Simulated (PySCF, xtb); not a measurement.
CH6SSi, SMILES C[SiH2]S. The values are those of a single conformer.

Harmonic wavenumbers (cm⁻¹) from xtb 6.7.1 with GFN2-xTB at its own minimum, in rising order: 104, 125, 172, 444, 492, 565, 661, 716, 761, 774, 826, 838, 1372, 1475, 1480, 2278, 2339, 2463, 3025, 3032, 3049.

What does PBE0-D3(BJ)/def2-SVP run with PySCF 2.14.0 give at its own minimum? (An estimate is asked for; the answer gives what the named calculation found.)

163, 172, 211, 463, 501, 597, 691, 731, 817, 884, 908, 935, 1262, 1425, 1429, 2220, 2245, 2711, 3057, 3162, 3174. Paired by order, the mean absolute difference is 71 cm⁻¹ and the zero-point energies are 38.6 and 39.7 kcal/mol.
